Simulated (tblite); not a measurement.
A tight-binding relaxation on `O1C([C@H](C=C1Cl)C#[C])=O` [radical].

Computed with GFN2-xTB geometry optimisation, gas phase (tblite 0.8.0). Start geometry: from a force field or distance geometry. The input is one job of a driver script: a line of settings, then coordinates in Å.

Command:
```bash
OMP_NUM_THREADS=1 python probes_run.py task.json out
```

Input:
```
{"job": {"kind": "relax", "xc": "GFN2-xTB", "basis": "xTB"}, "charge": 0, "multiplicity": 2}
C     -2.811100     1.414800     1.034000
C     -1.660800     0.801500     0.223600
C     -0.521700     0.254200    -0.522200
C      0.766000     0.731200    -0.002700
C      1.465600    -0.335800     0.397100
Cl     3.033400    -0.224800     1.046900
O      0.848800    -1.558600     0.217500
C     -0.370800    -1.225100    -0.302500
O     -1.224000    -2.068800    -0.581000
H     -0.609400     0.463200    -1.592700
H      1.089400     1.750700     0.056000
```

Output:
```
step      E/eV     max force
  0    -714.26356    9.693
  1    -716.18282    7.360
  2    -709.01557   73.988
  3    -716.58859    5.406
  4    -716.74323    3.808
  5    -716.88095    1.132
  6    -716.90584    1.123
  7    -716.92791    0.707
  8    -716.93908    0.438
  9    -716.94736    0.360
... (33 lines left out)
 43    -716.97401    0.015
 44    -716.97404    0.016
 45    -716.97405    0.015
 46    -716.97407    0.010
 47    -716.97408    0.012
 48    -716.97409    0.017
 49    -716.97411    0.023
 50    -716.97413    0.023
 51    -716.97415    0.014
 52    -716.97415    0.009
```

«max force» is the largest atomic force in eV/Å.

Question: From which step on does the largest force stay under 0.1 eV/Å, and how much energy is left to gain from there?

Answer: From step 29 (0.095 eV/Å), 1.8 meV above the end.

In short: energy lowered by 62.5 kcal/mol over 52 steps; largest atomic force 0.009 eV/Å at the end.

Question: Where do the atoms end?

Answer: 0.148 Å rms from the input after alignment:
```
atom  x, y, z in Å
C1    -2.5459    1.1888    0.9623
C2    -1.6460    0.8047    0.2791
C3    -0.5331    0.2879   -0.5420
C4     0.7827    0.7809   -0.0535
C5     1.4489   -0.2712    0.4340
Cl6    2.9795   -0.3598    1.1443
O7     0.7836   -1.4592    0.2988
C8    -0.4164   -1.2214   -0.3182
O9    -1.1826   -2.0842   -0.5976
H10   -0.7606    0.5319   -1.5831
H11    1.0954    1.8043   -0.0501
```

Time: 0.52 s. Hardware: one thread of an Arm Neoverse N1, no GPU, shared host with 32 logical CPUs at a one-minute load of 14.
Labels such as C1 count atoms from 1, the log's own numbers from 0.
